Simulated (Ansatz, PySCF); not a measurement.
This PySCF input computes a PBE0/def2-TZVPD energy:

```python
from pyscf import gto, scf, dft

mol = gto.M(
    atom='''
    C    -2.43277278    0.10579874   -0.05190472
    C    -0.99922782    0.58830399   -0.06370154
    C    -0.11162489   -0.35959088    0.02596769
    Cl    1.76201171   -0.03261829    0.03417021
    H    -2.95616935    0.42684390   -0.96185182
    H    -2.98740826    0.56219915    0.77821323
    H    -2.57697373   -0.99583124    0.03119948
    H    -0.17189485   -1.44577189    0.10937695
    ''',
    basis='def2-tzvpd',
    charge=-1,
    spin=0,
    verbose=4,
)

mf = dft.RKS(mol, xc='pbe0').density_fit(auxbasis='def2-universal-jkfit')
mf.grids.level = 3
mf.conv_tol = 1e-9
mf.max_cycle = 100
mf.max_memory = 1500
mf.kernel()
if not mf.converged:
    mf = mf.newton()
    mf.kernel(mf.make_rdm1())
mf.analyze()
```

Problem. Write an input for the same energy in Ansatz (a quantum-chemistry and plane-wave program) and say what it gives.

Solution. 
Ansatz 0.2 input:
```yaml
crystal:
  periodic: [false, false, false]
  atoms:
    - {symbol: C, position_ang: [-2.43277278, 0.10579874, -0.05190472]}
    - {symbol: C, position_ang: [-0.99922782, 0.58830399, -0.06370154]}
    - {symbol: C, position_ang: [-0.11162489, -0.35959088, 0.02596769]}
    - {symbol: Cl, position_ang: [1.76201171, -0.03261829, 0.03417021]}
    - {symbol: H, position_ang: [-2.95616935, 0.42684390, -0.96185182]}
    - {symbol: H, position_ang: [-2.98740826, 0.56219915, 0.77821323]}
    - {symbol: H, position_ang: [-2.57697373, -0.99583124, 0.03119948]}
    - {symbol: H, position_ang: [-0.17189485, -1.44577189, 0.10937695]}
basis:
  gaussian:
    orbitals: def2-TZVPD
hamiltonian:
  xc: {name: PBE0}
total_charge: -1
output: {forces: true}
```
It gives -576.62863 Eh, and PySCF -576.62867 Eh, a difference of 0.04 mEh, from the treatment of integrals and grids.

It need not be the lowest isomer of its formula. Whether it binds its extra electron was not tested at this geometry.
